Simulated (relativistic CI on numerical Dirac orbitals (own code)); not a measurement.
Electric-dipole lines of Re45+

Computed by Dirac-Coulomb-Breit CI, KLI orbitals optimised for each configuration, QED by a radiative potential, unscaled Slater integrals (own radial code, finite nucleus).

Configurations in the expansion (outside the closed core [Ar]): 3d¹⁰4s², 3d¹⁰4s4p, 3d¹⁰4p², 3d¹⁰4s4d, 3d¹⁰4s4f, 3d¹⁰4d², 3d¹⁰4p4d, 3d¹⁰4f², 3d¹⁰4p4f, 3d¹⁰4d4f, 3d¹⁰4s5s, 3d¹⁰4s5p, 3d¹⁰4s5d, 3d¹⁰4s5f, 3d¹⁰4s5g, 3d¹⁰4s6s, 3d¹⁰4s6p, 3d¹⁰4s6d, 3d¹⁰4s6f, 3d¹⁰4s7s, 3d⁹4s²4p, 3d⁹4s²4d, 3d⁹4s²4f, 3d⁹4s²5s, 3d⁹4s²5p, 3d⁹4s²5d. Double excitations out of closed p, d and f shells are left out; levels of such configurations are missing from the list, as are those of other unlisted configurations, and high levels can miss mixing partners. These lack a partner that the ground configuration has and come out too high: 3d⁹4s²4p, 3d⁹4s²4d, 3d⁹4s²4f, 3d⁹4s²5s, 3d⁹4s²5p.

```
λ vac (Å)               Lower                Upper   A (s⁻¹)        gf  Branching (%)
   5.5386     3d¹⁰4s² ¹S0 [1]  3d⁹4s²4f ¹P°1 [168]  4.40e+14  6.07e+00           99.3
   5.7243     3d¹⁰4s² ¹S0 [1]  3d⁹4s²4f ³D°1 [160]  1.39e+14  2.05e+00           99.2
   9.9808   3d¹⁰4s4d ³D3 [11]  3d¹⁰4s6f ³F°4 [115]  7.94e+12  1.07e+00           74.0
   12.689   3d¹⁰4s4p ³P°2 [4]    3d¹⁰4s5d ³D3 [93]  6.22e+12  1.05e+00           87.0
   13.945    3d¹⁰4s4d ³D1 [9]   3d¹⁰4s5f ³F°2 [95]  1.00e+13  1.46e+00           82.7
   13.998   3d¹⁰4s4d ³D2 [10]   3d¹⁰4s5f ³F°3 [96]  1.05e+13  2.15e+00           86.4
   14.255   3d¹⁰4s4d ³D3 [11]   3d¹⁰4s5f ³F°4 [97]  1.21e+13  3.33e+00           99.0
   14.349   3d¹⁰4s4d ¹D2 [12]   3d¹⁰4s5f ¹F°3 [98]  9.83e+12  2.12e+00           80.9
   15.675   3d¹⁰4s4p ³P°2 [4]    3d¹⁰4s5s ³S1 [72]  6.36e+12  7.02e-01           60.7
   16.604  3d¹⁰4s4f ³F°3 [19]   3d¹⁰4s5g ¹G4 [102]  5.46e+12  2.03e+00           23.6
   16.689  3d¹⁰4s4f ³F°3 [19]   3d¹⁰4s5g ³G4 [100]  1.29e+13  4.85e+00           55.8
   16.765  3d¹⁰4s4f ³F°2 [20]    3d¹⁰4s5g ³G3 [99]  2.02e+13  5.95e+00           87.4
   16.827  3d¹⁰4s4f ³F°4 [21]   3d¹⁰4s5g ³G5 [101]  2.14e+13  1.00e+01           93.1
   16.836  3d¹⁰4s4f ³F°3 [22]   3d¹⁰4s5g ¹G4 [102]  1.22e+13  4.66e+00           52.7
   16.923  3d¹⁰4s4f ³F°3 [22]   3d¹⁰4s5g ³G4 [100]  7.84e+12  3.03e+00           33.9
   45.463  3d¹⁰4p4d ³F°2 [15]     3d¹⁰4d² ³F2 [35]  8.93e+11  1.38e+00           44.9
   45.670     3d¹⁰4p² ¹D2 [8]   3d¹⁰4p4d ³D°3 [26]  5.33e+11  1.17e+00           37.1
   45.918   3d¹⁰4s4p ³P°0 [2]     3d¹⁰4s4d ³D1 [9]  6.56e+11  6.22e-01           63.9
   46.516     3d¹⁰4p² ³P0 [5]   3d¹⁰4p4d ³D°1 [16]  1.29e+12  1.25e+00           92.2
   46.549   3d¹⁰4s4p ³P°1 [3]    3d¹⁰4s4d ³D2 [10]  1.11e+12  1.80e+00           98.1
   47.341     3d¹⁰4p² ¹D2 [8]   3d¹⁰4p4d ³D°2 [23]  5.49e+11  9.23e-01           36.7
   47.711  3d¹⁰4p4d ³F°3 [17]     3d¹⁰4d² ¹G4 [38]  6.59e+11  2.02e+00           73.3
   48.365   3d¹⁰4p4f ³G3 [31]   3d¹⁰4d4f ³H°4 [52]  8.53e+11  2.69e+00           93.4
   48.700  3d¹⁰4p4d ³D°1 [16]     3d¹⁰4d² ³F2 [35]  1.02e+12  1.81e+00           51.2
   55.805   3d¹⁰4s4p ³P°2 [4]     3d¹⁰4p² ³P2 [13]  3.87e+11  9.03e-01           31.6
   57.842   3d¹⁰4s4d ³D2 [10]   3d¹⁰4p4d ³D°3 [26]  7.72e+11  2.71e+00           53.7
   58.030     3d¹⁰4s² ¹S0 [1]    3d¹⁰4s4p ¹P°1 [6]  7.34e+11  1.11e+00          100.0
   59.259   3d¹⁰4s4p ³P°1 [3]      3d¹⁰4p² ¹D2 [8]  2.85e+11  7.50e-01           85.7
   59.481    3d¹⁰4s4d ³D1 [9]   3d¹⁰4p4d ³D°2 [23]  3.55e+11  9.43e-01           23.7
   60.748   3d¹⁰4s4p ¹P°1 [6]     3d¹⁰4p² ³P2 [13]  8.20e+11  2.27e+00           66.9
   61.293   3d¹⁰4s4d ³D3 [11]   3d¹⁰4p4d ³F°4 [27]  6.55e+11  3.32e+00          100.0
   61.590   3d¹⁰4s4d ¹D2 [12]   3d¹⁰4p4d ³P°2 [28]  5.67e+11  1.61e+00           68.6
   62.492  3d¹⁰4p4d ³F°2 [15]    3d¹⁰4p4f ³G3 [31]  3.34e+11  1.37e+00           83.6
   64.831  3d¹⁰4p4d ³D°2 [23]    3d¹⁰4p4f ¹F3 [42]  5.23e+11  2.31e+00           54.0
   65.513  3d¹⁰4p4d ³D°3 [26]     3d¹⁰4d² ³F4 [47]  8.04e+11  4.65e+00           74.9
   66.381    3d¹⁰4p² ³P2 [13]   3d¹⁰4p4d ¹F°3 [30]  9.11e+11  4.21e+00           68.9
   66.928   3d¹⁰4s4p ³P°2 [4]    3d¹⁰4s4d ³D3 [11]  3.94e+11  1.85e+00          100.0
   68.744     3d¹⁰4p² ³P1 [7]   3d¹⁰4p4d ³P°2 [18]  3.18e+11  1.13e+00           74.2
   68.760  3d¹⁰4p4d ³F°4 [27]    3d¹⁰4p4f ³G5 [44]  4.53e+11  3.53e+00           65.9
   69.273  3d¹⁰4p4d ¹F°3 [30]    3d¹⁰4p4f ¹G4 [50]  9.31e+11  6.03e+00           80.9
   69.342     3d¹⁰4p² ¹D2 [8]   3d¹⁰4p4d ³F°3 [17]  2.30e+11  1.16e+00           83.1
   70.046    3d¹⁰4d² ³F4 [47]   3d¹⁰4d4f ³G°5 [65]  6.34e+11  5.13e+00           73.6
   72.413   3d¹⁰4p4f ³G5 [44]   3d¹⁰4d4f ³H°6 [60]  3.24e+11  3.31e+00           99.9
   72.418   3d¹⁰4p4f ¹G4 [50]   3d¹⁰4d4f ¹H°5 [70]  7.37e+11  6.38e+00           83.8
   75.073  3d¹⁰4d4f ¹H°5 [70]     3d¹⁰4f² ¹I6 [87]  4.35e+11  4.78e+00           90.1
```

Terms are leading LS components. Brackets give the number of a level in order of energy, since labels repeat. The list gives strong lines, with weight on those to low levels, without lines whose two gauges differ by over a factor of 2.5, among the lowest 168 of 202 levels, so that lines to higher ones, which can be the strongest, are missing. Levels whose partners in the same complex of configurations lie outside the list can be far off, and so can their lines. Rates are taken at the computed energies, electric ones in the length gauge.

At this charge energies of transitions that change n are usually good to better than 1 %, and those within a shell (Δn = 0) to a few per cent.

LS names give the leading component of a level, which can be under half, so a name can repeat, a term be missing and a line seem to break the LS rules.
